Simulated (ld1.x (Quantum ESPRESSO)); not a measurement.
beryllium (Be), ultrasoft: configuration errors across variants

| Property | Result |
| --- | --- |
| Element | beryllium (Be) |
| Generator | ld1.x (Quantum ESPRESSO) 7.5 |
| Type | ultrasoft |
| Functional | LDA (PZ) |
| Relativity | non-relativistic |
| Frozen core | [He] |
| Valence charge | 2 |
| Reference configuration | 2s1 2p0 (charge +1) |
| Partial waves | 2s (bound): rcut 1.40, rcutus 1.70 bohr; 2s channel at 2.15 Ry: rcut 1.40, rcutus 1.70 bohr; 2p (bound, empty): rcut 3.75, rcutus 4.05 bohr; 2p channel at 2.35 Ry: rcut 3.75, rcutus 4.05 bohr; 3d channel at 0.35 Ry: rcut 3.20, rcutus 4.00 bohr; 3d channel at 2.75 Ry: rcut 3.20, rcutus 4.00 bohr |
| Local potential | all-electron potential smoothed inside 3.45 bohr (lloc = -2) |
| Core correction | none |
| Augmentation charge | built from norm-conserving waves at rcut, not smoothed further |

All-electron excitation energies from the reference (eV): (1) 2s2 2p0 -9.518; (2) 2s1.5 2p0 -5.767; (3) 2s1 2p1 -6.001; (4) 2s0 2p1 3.811.

The overlap operator is not positive definite (basis up to 400 Ry) in “all radii scaled by about 1.07 (s 1.82, p 4.34, d 4.30 bohr, rcut 1.50/4.02/3.44); local potential all-electron potential smoothed inside 3.70 bohr (lloc = -2)”, “all radii scaled by about 1.18 (s 2.00, p 4.76, d 4.70 bohr, rcut 1.64/4.42/3.76); local potential all-electron potential smoothed inside 4.06 bohr (lloc = -2)”, “all radii scaled by about 1.35 (s 2.30, p 5.48, d 5.42 bohr, rcut 1.90/5.08/4.34); local potential all-electron potential smoothed inside 4.66 bohr (lloc = -2)”. Such files are unfit for use, however small their errors in these radial tests.

1 further variants failed, have other tests or too few solved ones, and are left out.

A true bound ghost makes a file unfit for plane-wave use even where its test errors are small: the radial tests pick states by their node count and pass the ghost by.

Errors AE − PS in meV (a dash: test not solved or not reliable):

| change | (1) | (2) | (3) | (4) | bound ghosts |
| --- | --- | --- | --- | --- | --- |
| base | +20 | +7.9 | -52 | -5.7 | p |
| all radii scaled by about 1.07 (s 1.82, p 4.34, d 4.30 bohr, rcut 1.50/4.02/3.44); local potential all-electron potential smoothed inside 3.70 bohr (lloc = -2) | +19 | +7.8 | -30 | -8.2 | p, d (s not tested, overlap not positive) |
| all radii scaled by about 1.18 (s 2.00, p 4.76, d 4.70 bohr, rcut 1.64/4.42/3.76); local potential all-electron potential smoothed inside 4.06 bohr (lloc = -2) | +20 | +8.0 | -74 | -9.1 | p, d (s not tested, overlap not positive) |
| all radii scaled by about 1.24 (s 2.12, p 5.04, d 4.96 bohr, rcut 1.74/4.66/3.98); local potential all-electron potential smoothed inside 4.28 bohr (lloc = -2) | – | – | – | – | not determined |
| all radii scaled by about 1.35 (s 2.30, p 5.48, d 5.42 bohr, rcut 1.90/5.08/4.34); local potential all-electron potential smoothed inside 4.66 bohr (lloc = -2) | -29 | -2.7 | -68 | -7.6 | not determined (overlap not positive) |

Give the same row for: all radii scaled by about 0.85 (s 1.44, p 3.44, d 3.40 bohr, rcut 1.18/3.18/2.72); local potential all-electron potential smoothed inside 2.94 bohr (lloc = -2).

–, –, –, –; bound ghosts: none.
